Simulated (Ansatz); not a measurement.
Ansatz (a program for electronic structure) input (B3LYP-D3(BJ)/def2-TZVP):

Ansatz 0.2 input:
```yaml
crystal:
  periodic: [false, false, false]
  atoms:
    - {symbol: Mg, position_ang: [-0.01568619, -0.03649606, -0.00425371]}
    - {symbol: F, position_ang: [-0.20063471, 1.28335746, -1.08654240]}
    - {symbol: F, position_ang: [0.17576184, -1.23996108, 1.07821400]}
basis:
  gaussian:
    orbitals: def2-TZVP
hamiltonian:
  xc: b3lyp
  dispersion: d3bj
total_charge: 1
magnetization: {spin_polarized: true, initial_magnetization: 1}
relax: {f_tol: 0.002, max_steps: 150}
```

Output:

```
Functional definition: B3LYP
integrals: 0.02 GiB planned
600 factors; their error is unknown
mean field: 0.29 GiB planned
mean field evaluation 1: about -10857.3426 eV, gradient 7.0e1 eV
mean field evaluation 2: about -10650.0955 eV, gradient 1.8e2 eV
mean field evaluation 4: about -10860.7144 eV, gradient 5.6e1 eV
mean field evaluation 8: about -10870.0144 eV, gradient 1.7e1 eV
mean field evaluation 16: about -10871.4505 eV, gradient 4.0e-2 eV
mean field evaluation 32: about -10871.4503 eV, gradient 8.6e-4 eV
mean field -10871.45046064 eV, -399.5184354946 hartree, gradient 6.6e-11 eV, S^2 0.757279; 4 other end points of the search recorded, 0 dependent functions left out
the calculation of the forces begins
reference -10871.45068690 eV, -399.5184438095 hartree; 15, 14 occupied and 79, 80 virtual orbitals, 600 factors
relax step   1: F+E_penalty+E_count = -10871.48994447 eV  Δ(F+E_penalty+E_count) = +0.000e0 eV  max|allowed force component| = 3.666e0 eV/Å  Δτ_max = 0.0000 Å  (313 SCF iters, accepted)
these checks for a lower state are left out or cut short: starts, cluster_reference, orbital_swaps, neighbouring_geometries, increment
integrals: 0.02 GiB planned
600 factors; their error is unknown
mean field: 0.29 GiB planned
mean field evaluation 64: about -10871.7923 eV, gradient 2.0e-5 eV
mean field -10871.79229014 eV, -399.5309974973 hartree, gradient 8.8e-7 eV, S^2 0.757516; 0 other end points of the search recorded, 0 dependent functions left out
the calculation of the forces begins
reference -10871.79251641 eV, -399.5310058126 hartree; 15, 14 occupied and 79, 80 virtual orbitals, 600 factors
relax step   2: F+E_penalty+E_count = -10871.83133133 eV  Δ(F+E_penalty+E_count) = -3.414e-1 eV  max|allowed force component| = 2.086e0 eV/Å  Δτ_max = 0.0578 Å  (66 SCF iters, accepted)
these checks for a lower state are left out or cut short: starts, cluster_reference, orbital_swaps, neighbouring_geometries, increment
integrals: 0.02 GiB planned
600 factors; their error is unknown
mean field: 0.28 GiB planned
mean field -10872.02008869 eV, -399.5393689396 hartree, gradient 5.9e-7 eV, S^2 0.757967; 0 other end points of the search recorded, 0 dependent functions left out
the calculation of the forces begins
reference -10872.02031320 eV, -399.5393771902 hartree; 15, 14 occupied and 79, 80 virtual orbitals, 600 factors
relax step   3: F+E_penalty+E_count = -10872.05827861 eV  Δ(F+E_penalty+E_count) = -2.269e-1 eV  max|allowed force component| = 1.348e-1 eV/Å  Δτ_max = 0.1292 Å  (68 SCF iters, accepted)
these checks for a lower state are left out or cut short: starts, cluster_reference, orbital_swaps, neighbouring_geometries, increment
integrals: 0.02 GiB planned
600 factors; their error is unknown
mean field: 0.28 GiB planned
mean field evaluation 96: about -10872.0218 eV, gradient 2.1e-5 eV
mean field -10872.02176908 eV, -399.5394306925 hartree, gradient 6.3e-6 eV, S^2 0.757930; 0 other end points of the search recorded, 0 dependent functions left out
the calculation of the forces begins
reference -10872.02199386 eV, -399.5394389531 hartree; 15, 14 occupied and 79, 80 virtual orbitals, 600 factors
relax step   4: F+E_penalty+E_count = -10872.06003762 eV  Δ(F+E_penalty+E_count) = -1.759e-3 eV  max|allowed force component| = 1.453e-2 eV/Å  Δτ_max = 0.0142 Å  (109 SCF iters, accepted)
these checks for a lower state are left out or cut short: starts, cluster_reference, orbital_swaps, neighbouring_geometries, increment
integrals: 0.02 GiB planned
600 factors; their error is unknown
mean field: 0.28 GiB planned
mean field -10872.02180556 eV, -399.5394320333 hartree, gradient 8.8e-6 eV, S^2 0.757934; 0 other end points of the search recorded, 0 dependent functions left out
the calculation of the forces begins
reference -10872.02203031 eV, -399.5394402928 hartree; 15, 14 occupied and 79, 80 virtual orbitals, 600 factors
relax step   5: F+E_penalty+E_count = -10872.06006554 eV  Δ(F+E_penalty+E_count) = -2.793e-5 eV  max|allowed force component| = 2.919e-4 eV/Å  Δτ_max = 0.0036 Å  (99 SCF iters, accepted)
integrals: 0.02 GiB planned
600 factors; their error is unknown
mean field: 0.28 GiB planned
mean field evaluation 128: about -10871.8910 eV, gradient 3.8e0 eV
mean field evaluation 160: about -10872.0116 eV, gradient 1.8e0 eV
mean field evaluation 192: about -10872.0198 eV, gradient 8.1e-1 eV
mean field evaluation 224: about -10872.0074 eV, gradient 1.9e0 eV
mean field -10872.02180556 eV, -399.5394320333 hartree, gradient 8.8e-6 eV, S^2 0.757934; 6 other end points of the search recorded, 0 dependent functions left out
the calculation of the forces begins
reference -10872.02203031 eV, -399.5394402928 hartree; 15, 14 occupied and 79, 80 virtual orbitals, 600 factors
Total energy: -10872.06029029 eV, -399.5408463211 hartree
Atom 0 at    -0.013829     0.001336    -0.005268 Å, force     0.000078     0.000157     0.000292 eV/Å
Atom 1 at    -0.219915     1.386958    -1.191462 Å, force    -0.000041    -0.000066    -0.000156 eV/Å
Atom 2 at     0.193185    -1.381394     1.184148 Å, force    -0.000037    -0.000091    -0.000135 eV/Å
Dipole moment:    -0.000576    -0.001808    -0.001993 e Å
```
